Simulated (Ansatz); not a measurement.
```yaml
crystal:
  periodic: [false, false, false]
  atoms:
    - {symbol: O, position_ang: [-0.503208, 1.099584, 1.216770]}
    - {symbol: Si, position_ang: [0.289231, 0.028111, 0.352998]}
    - {symbol: F, position_ang: [0.072645, -1.484668, 0.898350]}
    - {symbol: Te, position_ang: [-0.275251, 0.151524, -2.032349]}
    - {symbol: H, position_ang: [-1.494350, 1.144127, 1.064953]}
    - {symbol: H, position_ang: [1.744301, 0.344329, 0.637783]}
    - {symbol: H, position_ang: [0.092229, -1.427766, -2.211372]}
basis:
  gaussian: {orbitals: STO-3G}
hamiltonian: {xc: {name: HF}}
correlation: {method: mp2, frozen_orbitals: {O: 9}}
accuracy: high
```

```sh
$ ansatz run in.yaml --threads 2 --pin off --events-out ev --progress --plain --max-ram 4352MiB
```

Output, abridged:

```
Functional definition: HF
Error: "frozen_orbitals" has no count for Si
```

In this input frozen orbitals are typed for one element alone, and the program wants a count for each. The program refused the input.
